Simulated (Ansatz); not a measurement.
`CC(=S)[O][GeH3]` + `NC1=C[SiH2]1` → `[GeH3][NH]C1=C[SiH2]1` + `CC(O)=S` at 700 K and 1 bar (ligand exchange at a Ge–O bond).

Computed with Ansatz on PBE0-D4/def2-TZVP structures; ΔE is electronic, products minus reactants. CCSD(T)/CBS is the MP2 limit (def2-TZVPP, def2-QZVPP) plus CCSD(T) − MP2 in def2-TZVPP, frozen cores. For Ge outer-core shells are correlated without core-valence functions, which leaves a few kJ/mol of doubt a bond. Scalar relativity is left out up to krypton. Each species was taken in one conformer, which may not be the lowest.

```csv
species,CCSD(T)/CBS energy (Eh),H − E (kJ/mol),S (J/(mol·K))
`CC(=S)[O][GeH3]`,-2628.76657,272.2,487.7
`NC1=C[SiH2]1`,-422.82137,232.2,391.5
`[GeH3][NH]C1=C[SiH2]1`,-2500.13796,293.6,502.9
`CC(O)=S`,-551.45551,211.3,376.4
```

H − E and S are ideal-gas, rigid-rotor, harmonic terms from PBE0-D4/def2-TZVP, for one conformer and one mirror image of each species. 1 Eh = 2625.50 kJ/mol, R = 8.31446 J/(mol·K).

Question: By hand: ΔE, ΔH, ΔS and ΔG.

Answer: ΔE = (-2500.13796) + (-551.45551) − (-2628.76657) − (-422.82137) = -0.00553 Eh = -14.5 kJ/mol. Δ(H − E) = 293.6 + 211.3 − 272.2 − 232.2 = 0.5, so ΔH = -14.0 kJ/mol. ΔS = 502.9 + 376.4 − 487.7 − 391.5 = 0.1 J/(mol·K). ΔG = -14.0 − 700 × (0.1)/1000 = -14.1 kJ/mol.

Question: By hand: the equilibrium constant, and the temperature at which ΔG would vanish if ΔH and ΔS stayed fixed.

Answer: log₁₀ K = −ΔG/(RT ln 10) = 1.1. ΔH and −TΔS have one sign here, so there is no such temperature. One of them is within its doubt of zero, so this could turn.

The number of gas molecules stays the same, so ΔS is small and ΔH decides. A doubt of 5 kJ/mol in ΔE shifts log₁₀ K by 0.4 here. Other conformers and mirror images would add mixing entropy, several J/(mol·K) or more a flexible species. Modes under 60 cm⁻¹, often nearly free rotors, make the harmonic entropy too high. These are equilibria of isolated gas molecules and say nothing of rates. Largest T1 diagnostic: 0.017 (customary marks: 0.02 for closed shells, 0.045 for open ones).
